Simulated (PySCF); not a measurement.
# Working out the ionisation energy of As⁺

As⁺ [Ar] 3d10 4s2 4p2 (3P) → As²⁺ [Ar] 3d10 4s2 4p1 (2P). Calculation: PySCF 2.14, in def2-TZVPPD (7s5p5d1f, 54 functions); no relativity, point nucleus. Frozen: [Ne]. Energies in hartree (1 hartree = 27.21139 eV):

```csv
part,As⁺ (lower),As²⁺ (upper)
UHF,-2233.847346,-2233.186931
CCSD correlation,-0.273721,-0.256696
(T),-0.007356,-0.006251
```

Question: What does Hartree-Fock give?

Answer: (-2233.186931) − (-2233.847346) = 0.660415 hartree = 17.971 eV.

Question: What do CCSD and CCSD(T) give?

Answer: The CCSD correlation energies differ by 0.017025 hartree = 0.463 eV and the triples by 0.001105 hartree = 0.030 eV, so CCSD gives 18.434 eV and CCSD(T) 18.464 eV.

A first-order spin-orbit estimate adds -0.032 eV to CCSD(T) (valence and next inner shell), giving 18.432 eV against 18.589 eV (measured; NIST Atomic Spectra Database, ionization energies).

The calculation is non-relativistic.

What remains against the reference includes basis incompleteness, the frozen core and higher excitations.
